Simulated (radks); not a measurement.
The numbers below are computed, except where a source is named.
Ionisation of the potassium ion K2+, [Ne] 3s2 3p5, to K3+, [Ne] 3s2 3p4, under several functionals. Dirac Kohn-Sham, spin-unpolarised, spherical densities, finite nucleus; open shells fill j = l - 1/2 first; a radial shooting solver on a logarithmic mesh with Libxc functionals.

| functional | E(K2+) (hartree) | Exc (hartree) | IE (eV) | -e(HOMO) (eV) | <r> HOMO (bohr) | IE error (eV) |
|---|---|---|---|---|---|---|
| HCTH/407 | -601.06537 | -33.08884 | 47.297 | 39.594 | 1.350 | +1.494 |
| LDA (Slater exchange, Perdew-Wang correlation) | -599.22657 | -31.16225 | 46.835 | 39.162 | 1.357 | +1.032 |
| BP86 | -601.03029 | -33.01729 | 46.855 | 39.175 | 1.355 | +1.052 |
| SOGGA | -599.84020 | -31.79708 | 46.611 | 38.938 | 1.357 | +0.808 |
| XLYP | -601.14460 | -33.12919 | 46.664 | 38.985 | 1.359 | +0.860 |
| exchange-only LDA | -597.81222 | -29.72018 | 45.221 | 37.578 | 1.363 | -0.582 |
| revPBE | -600.88117 | -32.86555 | 46.756 | 39.075 | 1.356 | +0.953 |

NIST Atomic Spectra Database: 45.803 eV (semi-empirical). Closest: exchange-only LDA. The Delta-SCF values span 2.08 eV, the total energies 3.33 hartree. The highest occupied level is 3p3/2. Spin polarisation and multiplet splitting are left out, so open shells lie too high by an amount that depends on their filling.

Beside tabulated values, note that spin-unpolarised runs miss the spin-polarisation part of the exchange energy of open shells.
